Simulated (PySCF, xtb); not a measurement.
ClH10NO2Si4, SMILES [SiH3]N[Si](Cl)(O[SiH3])O[SiH3]. The values are those of a single conformer.

Harmonic wavenumbers (cm⁻¹) from GFN2-xTB (xtb) at its own minimum, in rising order: 21, 30, 36, 54, 58, 76, 88, 96, 122, 162, 176, 210, 217, 279, 307, 470, 578, 595, 598, 608, 613, 620, 647, 680, 740, 747, 755, 760, 773, 784, 793, 803, 814, 829, 999, 1078, 1094, 1191, 2232, 2240, 2244, 2253, 2255, 2259, 2268, 2289, 2295, 3513.

Task: What does r2SCAN-D4/def2-SVP (PySCF) give at its own minimum? (The exact figures need the calculation; the answer reports its results.)

Result: 30, 33, 45, 55, 69, 74, 78, 100, 132, 179, 220, 294, 294, 356, 369, 472, 627, 659, 692, 713, 722, 730, 736, 745, 813, 929, 935, 948, 949, 950, 953, 961, 964, 994, 996, 1088, 1101, 1179, 2220, 2229, 2232, 2234, 2236, 2240, 2243, 2256, 2257, 3610. Paired by order, the mean absolute difference is 63 cm⁻¹ and the zero-point energies are 62.0 and 65.7 kcal/mol.
